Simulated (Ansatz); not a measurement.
Total energies of the cluster SbTe4 (the lowest doublet isomer of a short search) from Ansatz at PBE-D4/def2-TZVP, gas phase (1 Eh = 27.2114 eV = 2625.5 kJ/mol). The reference geometry is relaxed at PBE-D4/def2-SVP.

```xyz
5

Sb   -0.7681    2.2198    0.0432
Te    1.4838    1.1022    1.2437
Te    0.8377   -1.5936    1.3074
Te    0.3125   -1.7183   -1.3814
Te   -1.8659   -0.0101   -1.2129
```

| state | geometry | energy (Eh) |
| --- | --- | --- |
| charge 0 doublet | reference | -1312.51525 |
| charge 1 singlet | reference | -1312.26769 |
| charge 0 quartet | relaxed at PBE-D4/def2-SVP | -1312.47129 |
| free Sb atom (quartet) | – | -240.20743 |
| free Te atom (triplet) | – | -267.97310 |

In the def2 sets Sb, Te take a core potential; there is no spin–orbit coupling.

Problem. Work out the vertical ionisation energy to the singlet.

Solution. E(charge 1 singlet) − E(charge 0 doublet) = -1312.26769 − (-1312.51525) = 0.24756 Eh = 6.74 eV. For comparison, −ε of the highest occupied level of the spin that leaves is 4.62 eV at this level, 2.12 eV less.

Problem. Which of the charge 0 states is lowest, and how far above it are the others?

Solution. The doublet. quartet: -1312.47129 − (-1312.51525) = 0.04396 Eh = 115.4 kJ/mol.

Problem. What is the binding energy per atom against free atoms?

Solution. Atoms: 1 × (-240.20743) + 4 × (-267.97310) = -1312.09983 Eh. Binding: -1312.09983 − (-1312.51525) = 0.41542 Eh = 11.30 eV, or 2.26 eV for each of 5 atoms (no zero-point energy, no counterpoise term).

The structure comes from a short search, and lower isomers may exist.
